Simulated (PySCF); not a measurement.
A structure optimised at PBE0-D3(BJ)/def2-SVP, used in a PySCF frequency run:

```xyz
11

C     -0.4088     2.5911     0.0000
C     -0.0943     1.3244     0.0000
C      0.1875     0.0346     0.0000
F      1.4669    -0.3706     0.0000
C     -0.8000    -1.0334     0.0000
C     -0.4805    -2.3330     0.0000
H     -0.5447     3.1489    -0.9352
H     -0.5447     3.1489     0.9352
H     -1.8433    -0.7061     0.0000
H      0.5627    -2.6568     0.0000
H     -1.2554    -3.1021     0.0000
```
Charge 0, spin multiplicity 1.

Problem. Write its SMILES, formula and point group.

Solution. C=C=C(F)C=C, C₅H₅F, Cs

Problem. What are its rotational constants (standard atomic weights)?

Solution. 8.2495, 2.2805, 1.8092 GHz
